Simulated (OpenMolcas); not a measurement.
Sm2+ among 8 point charges of -1 e arranged as a square antiprism (D4d), 2.5 Å from the ion, with a polar angle of 49.9° against the regular 57.3°.
```
   1.7655    0.7313    1.6119  -1.00
  -0.7313    1.7655    1.6119  -1.00
  -1.7655   -0.7313    1.6119  -1.00
   0.7313   -1.7655    1.6119  -1.00
   1.7655   -0.7313   -1.6119  -1.00
   0.7313    1.7655   -1.6119  -1.00
  -1.7655    0.7313   -1.6119  -1.00
  -0.7313   -1.7655   -1.6119  -1.00
```

```yaml
Program: OpenMolcas 26.06
Method: CASSCF
Basis: ANO-RCC-VDZP [7s6p4d2f1g]
Scalar_Hamiltonian: DKH2, point nucleus
Active_space: 6 electrons in 7 orbitals (4f)
State_averaging: 2S+1 = 7 even, 7 roots; 2S+1 = 5 even, 91 roots kept (CI in the orbitals of an earlier block, 86 in the spin-orbit step); 2S+1 = 3 even, 91 roots kept (CI in the orbitals of an earlier block, 77 in the spin-orbit step); 2S+1 = 1 even, 1 root kept (CI in the orbitals of an earlier block, 0 in the spin-orbit step)
Spin-orbit_coupling: RASSI with atomic mean-field integrals over the reference wave functions
```

(1) What is the spin-free ground state?

(2) Where is the first state of the same spin?

(3) What are the lowest two levels with spin-orbit coupling?

(4) What is χT at 300 K, and how does it compare with the textbook value?

Answers

(1) A state of multiplicity 7, 2-fold in its orbital part, 100 % from free-ion F terms; it has the highest spin that f6 allows.

(2) A 1-fold state lies at 13.5 cm-1 above the ground state.

(3) A 1-fold level, then a 2-fold level 189.7 cm-1 above it. Their leading multiplicities are 7 (96 %) and 7 (97 %).

(4) Hund's rules give f6 a J = 0 ground level with no moment of its own; the computed χT of 1.590 cm3 K/mol at 300 K comes from higher levels.

High states are left out of the spin-orbit mixing, which shifts the levels that they would mix with. This is an electrostatic model: the charges have no orbitals. An unlabelled pair can be two single states that coincide in this model. The first state left out of the spin-orbit step lies near 44000 cm-1 above the lowest spin-free state of the reference (among the parities and spins computed), and the lists stop at four fifths of that energy or lower. No measured value stands beside these numbers.
